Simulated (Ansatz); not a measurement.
Species: GeH2BrF, charge 0, singlet. GeH2BrF (SMILES [Br][GeH2][F]).
B3LYP-D3(BJ)/def2-TZVP minimum from Ansatz (a quantum-chemistry and plane-wave program):
```
Ge
F 1 1.7426
H 1 1.5298 2 106.78
H 1 1.5298 3 117.14 2 119.57
Br 1 2.3065 3 109.41 4 125.21
```

Atomisation energy term by term, kcal/mol (programs: Ansatz). Open shells are spin-unrestricted; no spin-orbit coupling. Cores are frozen in correlated methods (noble-gas shells, and filled d and f shells in the p block). No relativity. CBS(X,Y): correlation extrapolated as X^-3, Hartree-Fock from the larger set (Q,5: extrapolated as (X+1)exp(-9√X)). A bracket is a step between two methods taken in the basis named. Where a partner has so few electrons that a lower coupled-cluster level is exact, that level stands in. Spin-orbit terms, left out, reach several kcal/mol for Br and I, and more for heavier atoms.

```json
[
 {"term": "Hartree-Fock", "basis": "CBS(cc-pVQZ,cc-pV5Z)", "kcal/mol": "241.52"},
 {"term": "CCSD correlation", "basis": "CBS(cc-pVQZ,cc-pV5Z)", "kcal/mol": "91.24"},
 {"term": "(T)", "basis": "CBS(cc-pVQZ,cc-pV5Z)", "kcal/mol": "6.52"},
 {"term": "CCSDT(Q) - CCSD(T)", "basis": "cc-pVTZ", "kcal/mol": "0.07"},
 {"term": "sum: De", "basis": "", "kcal/mol": "339.4"}
]
```

The step beyond CCSD(T) by other levels: CCSDT(Q) in cc-pVDZ 0.54 kcal/mol.
